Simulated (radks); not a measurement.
All-electron atom: the zirconium ion Zr4+ in [Kr]. Calculated with a radial shooting solver on a logarithmic mesh with Libxc functionals: Dirac Kohn-Sham, LDA (Slater exchange, Perdew-Wang correlation), spin-unpolarised, spherical densities, point nucleus. Some entries of the table are withheld. Estimate them.

orbital,occ.,eigenvalue (eV),<r> (bohr)
1s1/2,2,-17834.29,(1)
2s1/2,2,-2508.652,0.1625
2p1/2,2,-2301.767,(2)
2p3/2,4,-2216.067,(3)
3s1/2,2,-446.3559,0.4590
3p1/2,2,-369.3186,(4)
3p3/2,4,-355.6375,(5)
3d3/2,4,(6),(7)
3d5/2,6,(8),(9)
4s1/2,2,-95.6409,1.188
4p1/2,2,-74.2444,(10)
4p3/2,4,-72.2885,(11)
4d3/2,0,-40.7068,1.696
4d5/2,0,-40.4829,1.706
5s1/2,0,-33.2519,2.674

Answer. 
(1) 1s1/2 <r> (bohr): 0.03711
(2) 2p1/2 <r> (bohr): 0.1387
(3) 2p3/2 <r> (bohr): 0.1431
(4) 3p1/2 <r> (bohr): 0.4553
(5) 3p3/2 <r> (bohr): 0.4659
(6) 3d3/2 eigenvalue (eV): -219.3090
(7) 3d3/2 <r> (bohr): 0.4502
(8) 3d5/2 eigenvalue (eV): -216.8045
(9) 3d5/2 <r> (bohr): 0.4537
(10) 4p1/2 <r> (bohr): 1.297
(11) 4p3/2 <r> (bohr): 1.323
